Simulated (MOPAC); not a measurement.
Job for MOPAC: PM7 on Cl2-, 2S+1 = 2, a spin state set in the input, which need not be the lowest, a point of a bond scan (R = 2.520 Å). Charge -1.

```
PM7 1SCF PRECISE CHARGE=-1 UHF MS=0.5 THREADS=1
Cl2

Cl     0.00000000 1     0.00000000 1     0.00000000 1
Cl     0.00000000 1     0.00000000 1     2.52016100 1
```

The log:

```
*******************************************************************************
 **                                                                           **
 **                              MOPAC v23.2.5                                **
 **                                                                           **
 *******************************************************************************
 ** MOPAC's Digital Object Identifier: https://doi.org/10.5281/zenodo.6511958 **
 **                                                                           **
 ** Please cite the open-source release paper for use of this MOPAC version:  **
 ** J. E. Moussa and J. J. P. Stewart (2026)                                  **
 ** MOPAC: An open-source semiempirical molecular orbital program             **
 ** J. Open Source Softw., 11(119), 8025, https://doi.org/10.21105/joss.08025 **
 *******************************************************************************

                              PM7 CALCULATION RESULTS

 *******************************************************************************
 *  PM7        - The PM7 Hamiltonian to be used
 *  UHF        - UNRESTRICTED HARTREE-FOCK CALCULATION
 *
 *
 *
 *                 CHARGE ON SYSTEM = -1
 *
 *
 *
 *  MS=        - IN MECI, MAGNETIC COMPONENT OF SPIN =  0.5
 *  PRECISE    - TIGHTER CRITERIA TO BE USED
 *  1SCF       - DO 1 SCF AND THEN STOP
 *  THREADS=1  - MULTI-THREADING NOT USED
 *  T=         - A TIME OF 172800.0 SECONDS REQUESTED
 *  DUMP=N     - RESTART FILE WRITTEN EVERY 7200.0 SECONDS REQUESTED
 *******************************************************************************
PM7 1SCF PRECISE CHARGE=-1 UHF MS=0.5 THREADS=1
 Cl2

   ATOM   CHEMICAL          X               Y               Z
  NUMBER   SYMBOL      (ANGSTROMS)     (ANGSTROMS)     (ANGSTROMS)

     1      Cl          0.00000000  *   0.00000000  *   0.00000000  *
     2      Cl          0.00000000  *   0.00000000  *   2.52016100  *



          CARTESIAN COORDINATES

    NO.       ATOM           X           Y           Z

     1        Cl          0.0000      0.0000      0.0000
     2        Cl          0.0000      0.0000      2.5202

 General Reference for PM7:
 "Optimization of Parameters for Semiempirical Methods VI: More Modifications to the
 NDDO Approximations and Re-optimization of Parameters", J. J. P. Stewart, J. Mol. Mod., 1:32, 19 (2013)
 https://link.springer.com/article/10.1007/s00894-012-1667-x

           Empirical Formula: Cl2  =     2 atoms



      MOLECULAR POINT GROUP   :   D*h


          UHF CALCULATION, NO. OF ALPHA ELECTRONS =    8
                           NO. OF BETA  ELECTRONS =    7

 -------------------------------------------------------------------------------
 PM7 1SCF PRECISE CHARGE=-1 UHF MS=0.5 THREADS=1
 Cl2



     1SCF WAS SPECIFIED, SO BFGS WAS NOT USED
     SCF FIELD WAS ACHIEVED


                              PM7 CALCULATION
                                                       MOPAC v23.2.5 Linux




          FINAL HEAT OF FORMATION =        -56.36379 KCAL/MOL =    -235.82609 KJ/MOL


          COSMO AREA              =         84.18 SQUARE ANGSTROMS
          COSMO VOLUME            =         66.21 CUBIC ANGSTROMS

          IONIZATION POTENTIAL    =          4.500995 EV
          ALPHA SOMO LUMO (EV)    =         -4.501 78.597
          BETA  SOMO LUMO (EV)    =         -5.196  2.648
          NO. OF ALPHA ELECTRONS  =          8
          NO. OF BETA  ELECTRONS  =          7
          MOLECULAR WEIGHT        =         70.9060         POINT GROUP:  D*h

          MOLECULAR DIMENSIONS (Angstroms)

            Atom       Atom       Distance
           Cl     2   Cl     1     2.52016
           Cl     2   Cl     1     0.00000
           Cl     1   Cl     2     0.00000


          SCF CALCULATIONS        =          1





   ATOM   CHEMICAL          X               Y               Z
  NUMBER   SYMBOL      (ANGSTROMS)     (ANGSTROMS)     (ANGSTROMS)

     1      Cl          0.00000000  *   0.00000000  *   0.00000000  *
     2      Cl          0.00000000  *   0.00000000  *   2.52016100  *

                             CARTESIAN COORDINATES

   1   Cl        0.000000000     0.000000000     0.000000000
   2   Cl        0.000000000     0.000000000     2.520161000


           Empirical Formula: Cl2  =     2 atoms



      MOLECULAR POINT GROUP   :   D*h


          ALPHA EIGENVALUES
 -20.49389 -20.15351  -6.97660  -5.78001  -5.78001  -5.33812  -5.33812  -4.50100
  78.59662  78.59662  78.62478  78.62478  79.16621  79.26527  79.72190  79.72190
  79.81960  79.81960


           BETA EIGENVALUES
 -18.26744 -17.49891  -5.66406  -5.66406  -5.52247  -5.19593  -5.19593   2.64826
  78.66562  78.66562  78.97456  78.97456  79.57648  79.76252  79.76252  79.78168
  80.13737  80.13737


              NET ATOMIC CHARGES AND DIPOLE CONTRIBUTIONS

  ATOM NO.   TYPE          CHARGE      No. of ELECS.   s-Pop       p-Pop       d-Pop
    1         Cl          -0.500000        7.5000     1.99592     5.50285     0.00123
    2         Cl          -0.500000        7.5000     1.99592     5.50285     0.00123
 DIPOLE           X         Y         Z       TOTAL
 POINT-CHG.     0.000     0.000     0.000     0.000
 HYBRID         0.000    -0.000    -0.000     0.000
 SUM            0.000    -0.000     0.000     0.000


          ATOMIC ORBITAL ELECTRON POPULATIONS

     Atom    s        px        py        pz      x^2-y^2     xz        z^2       yz        xy
    1 Cl   1.99592   1.99957   1.99957   1.50372   0.00000   0.00043   0.00036   0.00043   0.00000
    2 Cl   1.99592   1.99957   1.99957   1.50372   0.00000   0.00043   0.00036   0.00043   0.00000


                    (SZ)    =    0.500000
                    (S**2)  =    0.750122


          ATOMIC ORBITAL SPIN POPULATIONS

    Atom   Total    s     px     py     pz   x^2-y^2  xz     z^2    yz     xy
         Atomic
    1 Cl  0.5000  0.004  0.000  0.000  0.496 -0.000 -0.000  0.000 -0.000  0.000
    2 Cl  0.5000  0.004  0.000  0.000  0.496  0.000 -0.000  0.000 -0.000  0.000

 **********************
 *                    *
 * JOB ENDED NORMALLY *
 *                    *
 **********************




 == MOPAC DONE ==
```

The run finished.

Cost: roughly 0.03 core-seconds.
